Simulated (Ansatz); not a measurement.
Pulling on the Bi1–Cl2 bond in BiCl3 (SMILES [Cl][Bi]([Cl])[Cl]) (multiplicity 1 held, fragments rigid). Energies count from the point at 2.450 Å.
Geometry at that point (charge 0, multiplicity 1):
```xyz
4

Bi     0.000     0.001     0.452
Cl    -1.869    -1.052    -0.732
Cl     0.023     2.142    -0.739
Cl     1.844    -1.094    -0.735
```

Restricted levels (R-, RO-) in cc, def2 and unpolarised 6-31G sets keep to the state of the molecule at rest. U- levels take the lowest unrestricted solution at each point, which mixes spins at long bonds. Active spaces are followed from a long bond inwards. Levels need not reach the same state.

Frozen-core correlation. Filled d and f shells under p-block atoms count as core.

The values were computed with Ansatz (Gaussian basis) for Hartree–Fock, density functionals and correlated methods.  In def2 rows elements past Kr take small-core potentials, without spin–orbit coupling.

Energies in kcal/mol.

| R (Å) | U-MP2/def2-SVP | U-CCSD/def2-SVP | R-CCSD(T)/def2-SVP | FIC-MRCISD+Q on CASSCF(6,4)/def2-SVP |
|---|---|---|---|---|
| 1.960 | 81.0 | 82.0 | 82.8 | 82.4 |
| 2.205 | 14.5 | 14.9 | 15.4 | 15.2 |
| 2.450 | 0.0 | 0.0 | 0.0 | 0.0 |
| 2.695 | 6.3 | 5.8 | 5.3 | 5.4 |
| 2.941 | 19.6 | 18.6 | 17.6 | 17.7 |
| 3.308 | 50.8 | 40.4 | 37.0 | 37.0 |
| 3.676 | 62.0 | 54.6 | 51.3 | 51.3 |
| 4.288 | 66.9 | 61.4 | 55.5 | 61.5 |
| 4.901 | 67.5 | 62.1 | 40.6 | 63.4 |
| 5.636 | 67.8 | 62.4 | 25.0 | 63.7 |
| 6.616 | 67.9 | 62.5 | 19.6 | 63.8 |
| 7.841 | 68.0 | 62.6 | 21.1 | 63.9 |

Doubts at one or more of the structures used: a spin-contaminated determinant (U-MP2/def2-SVP, U-CCSD/def2-SVP); T1 above 0.05 (U-CCSD/def2-SVP, R-CCSD(T)/def2-SVP); the program's own flag: other amplitudes (U-CCSD/def2-SVP); a restricted determinant that unrestricted orbitals would lower (R-CCSD(T)/def2-SVP); other coupled-cluster roots lie near (R-CCSD(T)/def2-SVP); active orbitals that take no part (FIC-MRCISD+Q on CASSCF(6,4)/def2-SVP).

Ansatz is an electronic-structure program.
